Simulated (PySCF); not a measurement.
H₅InOSi. Atoms are numbered in the order given.

```xyz
8

In     0.0344    -0.9722     0.0000
H     -1.3193    -2.0181     0.0000
H      1.7421    -1.1456     0.0000
O     -0.5580     0.9478     0.0000
Si     0.1003     2.4542     0.0000
H     -0.3272     3.2248    -1.2111
H     -0.3272     3.2248     1.2111
H      1.6036     2.4116     0.0000
```

Geometry: PBE0-D3(BJ)/def2-SVP. The def2 effective core potentials stand for the cores of In; spin–orbit coupling is left out.

The numbers are results of PBE0-D3(BJ)/def2-SVP run with PySCF, not measurements.

Frequencies are harmonic and unscaled.

Question: Estimate the vibrational spectrum. (An estimate is asked for; the answer gives what the named calculation found.)

Answer: 
```tsv
mode	ν (cm⁻¹)	IR (km/mol)	Raman (Å⁴/amu)	depolarisation	moving atoms (share of kinetic energy)
1	53	1.1	0.7	0.75	H 74 %, O 24 %
2	89	1.9	0.7	0.27	O 40 %, Si 30 %, H 20 %, In 10 %
3	104	0.8	12.0	0.75	H 74 %, O 23 %
4	407	47.5	19.2	0.64	H 67 %, Si 15 %, In 10 %
5	442	51.7	11.4	0.26	O 38 %, H 37 %, In 13 %, Si 12 %
6	549	103.2	1.1	0.75	H 96 %
7	572	194.3	12.3	0.75	H 97 %
8	731	58.5	7.9	0.75	H 84 %, Si 9 %
9	738	72.1	9.6	0.52	H 78 %, O 12 %, Si 10 %
10	949	90.6	25.9	0.75	H 96 %
11	952	73.2	32.2	0.72	H 96 %
12	1000	463.6	4.6	0.10	O 74 %, Si 24 %
13	1004	274.3	17.4	0.70	H 92 %
14	1835	88.1	221.6	0.17	H 99 %
15	1859	171.7	153.7	0.29	H 99 %
16	2177	160.1	88.5	0.39	H 96 %
17	2207	185.5	119.8	0.75	H 96 %
18	2215	143.2	231.6	0.05	H 98 %
```
